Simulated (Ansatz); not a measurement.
BrFGaH (`[F][GaH][Br]`), relaxed with RKS PBE-D4/def2-SVP in Ansatz 0.2.0 from a rough embedded geometry. The force threshold is 0.03 eV/Å; the program also tests the step.

Charge 0, multiplicity 1.

Start:

```xyz
4

F    -0.213    0.726   -1.627
Ga    0.408    0.015   -0.080
Br   -1.367   -1.467    0.740
H     1.172    0.726    0.967
```

(1) By how much does the energy fall, and how many steps does the optimiser take? (An estimate is asked.)

(2) Which bonds change most? (An estimate is asked.)

(3) Give the relaxed structure. (Best estimate.)

## Answers

(1) Computed: 11.26 kcal/mol, in 4 steps.

(2) Computed: Ga2–Br3 from 2.453 to 2.289 Å; Ga2–H4 from 1.478 to 1.558 Å; F1–Ga2 from 1.812 to 1.765 Å.

(3) The calculation gave: 
```xyz
4

F    -0.111    0.684   -1.622
Ga    0.143    0.113    0.029
Br   -1.323   -1.512    0.699
H     1.290    0.715    0.894
```
